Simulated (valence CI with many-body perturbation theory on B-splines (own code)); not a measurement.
**Level structure of Bi LXXIX**

Calculated by configuration interaction combined with many-body perturbation theory (CI+MBPT): three valence electrons over a frozen Dirac-Fock core [He], a basis of 11 s, 11 p, 9 d, 7 f, 5 g, 2 h, 1 i functions for each j, with the one-electron correlation potential Σ1 (screened to all orders), the two-electron term Σ2, the three-electron term Σ3, Breit, model QED; selected single and double excitations, second order for the rest (own B-spline code, finite nucleus).

No measured spectrum was set against this ion. As an estimate, large intervals hold to a few tenths of a per cent, small ones and those within an open d or f shell to about a per cent.

Levels 46 to 90 of 103, with energies above the lowest level, (2s^2 2p1/2) J=1/2. "Leading %" is the weight of the configuration and term that name the level; weights of strongly mixed levels are sums over their largest components and can fall short. In the jj column 3d3/2^4 stands for four electrons in 3d with j = 3/2. Lifetimes count E1, E2, E3, M1 and M2 decay at the calculated energies, and are blank where another channel may lead or the interval is too uncertain; long ones can be off by a factor of two.

```
No.  Configuration  Term    J  E (× 10³ cm⁻¹)  Leading %      g  Lifetime   Second component                 Leading jj
 46       2s 2p 3s   2P°  1/2          135600         90  0.824   1.45 fs  10 % 2s 2p 3s 4P°        2s 2p3/2 3s (100 %)
 47       2s 2p 3p    4P  3/2          135630         45  1.609   3.27 fs   27 % 2s 2p 3p 4S     2s 2p3/2 3p1/2 (100 %)
 48       2s 2p 3p    2D  5/2          135640         44  1.290   1.27 fs   38 % 2s 2p 3p 4D     2s 2p3/2 3p1/2 (100 %)
 49       2s 2p 3s   2P°  3/2          135670         82  1.367   2.87 fs  18 % 2s 2p 3s 4P°         2s 2p3/2 3s (99 %)
 50       2s 2p 3p    2P  1/2          136470         47  1.261   1.22 fs   22 % 2s 2p 3p 2S      2s 2p3/2 3p1/2 (99 %)
 51       2s 2p 3p    2D  3/2          136480         61  0.959   1.86 fs   20 % 2s 2p 3p 2P      2s 2p3/2 3p1/2 (99 %)
 52         2p2 3s    4P  3/2          137510         88  1.639   3.37 fs     10 % 2p2 3s 2P      2p1/2 2p3/2 3s (99 %)
 53         2p2 3s    2P  1/2          137610         66  1.282   1.65 fs     33 % 2p2 3s 4P      2p1/2 2p3/2 3s (99 %)
 54         2p2 3s    2D  5/2          137660         65  1.291   3.06 fs     34 % 2p2 3s 4P      2p1/2 2p3/2 3s (99 %)
 55         2p2 3s    2D  3/2          137740         64  0.937   1.74 fs     34 % 2p2 3s 2P     2p1/2 2p3/2 3s (100 %)
 56         2p2 3p   4P°  1/2          138150         49  1.724    753 as    28 % 2p2 3p 4D°  2p1/2 2p3/2 3p1/2 (100 %)
 57         2p2 3p   4D°  3/2          138200         54  1.112    750 as    23 % 2p2 3p 2D°  2p1/2 2p3/2 3p1/2 (100 %)
 58         2p2 3p   2F°  5/2          138300         51  1.026    751 as    30 % 2p2 3p 2D°  2p1/2 2p3/2 3p1/2 (100 %)
 59         2p2 3p   2P°  3/2          138770         43  1.288    807 as    24 % 2p2 3p 2D°   2p1/2 2p3/2 3p1/2 (99 %)
 60       2s 2p 3p    4D  7/2          141360        100  1.391   88.8 fs                        2s 2p3/2 3p3/2 (100 %)
 61       2s 2p 3p    2P  3/2          141460         55  1.465   1.70 fs   32 % 2s 2p 3p 4S     2s 2p3/2 3p3/2 (100 %)
 62       2s 2p 3p    4P  5/2          141650         53  1.379   1.84 fs   42 % 2s 2p 3p 2D     2s 2p3/2 3p3/2 (100 %)
 63       2s 2p 3p    2S  1/2          141690         47  1.331   1.01 fs   39 % 2s 2p 3p 2P     2s 2p3/2 3p3/2 (100 %)
 64       2s 2p 3d   4D°  5/2          142030         44  1.205    356 as  22 % 2s 2p 3d 2D°     2s 2p3/2 3d3/2 (100 %)
 65       2s 2p 3d   4D°  3/2          142080         43  1.298    326 as  39 % 2s 2p 3d 4P°     2s 2p3/2 3d3/2 (100 %)
 66       2s 2p 3d   2F°  7/2          142100         44  1.180    380 as  44 % 2s 2p 3d 4F°      2s 2p3/2 3d3/2 (99 %)
 67       2s 2p 3d   4P°  1/2          142140         82  2.120    366 as  16 % 2s 2p 3d 4D°     2s 2p3/2 3d3/2 (100 %)
 68       2s 2p 3p    2D  5/2          142290         71  1.249   2.12 fs   16 % 2s 2p 3p 4D     2s 2p3/2 3p3/2 (100 %)
 69       2s 2p 3p    2P  3/2          142470         57  1.216   2.33 fs   29 % 2s 2p 3p 2D     2s 2p3/2 3p3/2 (100 %)
 70       2s 2p 3p    2S  1/2          142510         59  1.714   17.4 fs   20 % 2s 2p 3p 2P     2s 2p3/2 3p3/2 (100 %)
 71       2s 2p 3d   2D°  3/2          142880         62  0.896    344 as  13 % 2s 2p 3d 4F°      2s 2p3/2 3d3/2 (96 %)
 72       2s 2p 3d   2F°  5/2          142920         68  0.916    371 as  15 % 2s 2p 3d 2D°     2s 2p3/2 3d3/2 (100 %)
 73       2s 2p 3d   2P°  1/2          143010         71  0.596    317 as  24 % 2s 2p 3d 4D°      2s 2p3/2 3d3/2 (99 %)
 74       2s 2p 3d   4F°  9/2          143380        100  1.300   1.81 ps                        2s 2p3/2 3d5/2 (100 %)
 75       2s 2p 3d   2D°  5/2          143610         41  1.298    436 as  33 % 2s 2p 3d 4P°      2s 2p3/2 3d5/2 (99 %)
 76       2s 2p 3d   4D°  7/2          143660         51  1.265    291 as  40 % 2s 2p 3d 2F°      2s 2p3/2 3d5/2 (97 %)
 77       2s 2p 3d   2D°  3/2          143740         38  1.160    445 as  36 % 2s 2p 3d 2P°      2s 2p3/2 3d5/2 (92 %)
 78       2s 2p 3d   2P°  1/2          143900         76  0.841    397 as   7 % 2s 2p 3d 4D°      2s 2p3/2 3d5/2 (90 %)
 79         2p2 3p   4D°  5/2          144110         51  1.397   1.40 fs    35 % 2p2 3p 4P°   2p1/2 2p3/2 3p3/2 (99 %)
 80         2p2 3p   2P°  1/2          144180         37  1.498   1.10 fs    27 % 2p2 3p 4P°   2p1/2 2p3/2 3p3/2 (91 %)
 81         2p2 3p   2F°  7/2          144200         48  1.202   1.04 fs    24 % 2p2 3p 4D°   2p1/2 2p3/2 3p3/2 (72 %)
 82         2p2 3p   2D°  3/2          144220         50  1.105   1.23 fs    17 % 2p2 3p 4P°   2p1/2 2p3/2 3p3/2 (94 %)
 83       2s 2p 3d   2F°  7/2          144410         52  1.170   1.57 fs    17 % 2p2 3p 2F°      2s 2p3/2 3d5/2 (74 %)
 84         2p2 3p   4S°  3/2          144450         34  1.413   1.32 fs    27 % 2p2 3p 2D°   2p1/2 2p3/2 3p3/2 (99 %)
 85       2s 2p 3d   2D°  5/2          144450         36  1.162    423 as    29 % 2p2 3p 2D°      2s 2p3/2 3d5/2 (57 %)
 86       2s 2p 3d   2P°  3/2          144530         69  1.251    394 as   9 % 2s 2p 3d 4D°      2s 2p3/2 3d5/2 (98 %)
 87         2p2 3p   2D°  5/2          144600         38  1.142    476 as  25 % 2s 2p 3d 2D°   2p1/2 2p3/2 3p3/2 (57 %)
 88         2p2 3d    4F  3/2          144670         43  0.914   1.06 fs     25 % 2p2 3d 2P  2p1/2 2p3/2 3d3/2 (100 %)
 89         2p2 3d    4F  5/2          144670         52  0.944   2.74 fs     39 % 2p2 3d 2F  2p1/2 2p3/2 3d3/2 (100 %)
 90         2p2 3d    4D  1/2          144740         78  0.258   1.86 fs     15 % 2p2 3d 2P  2p1/2 2p3/2 3d3/2 (100 %)
```
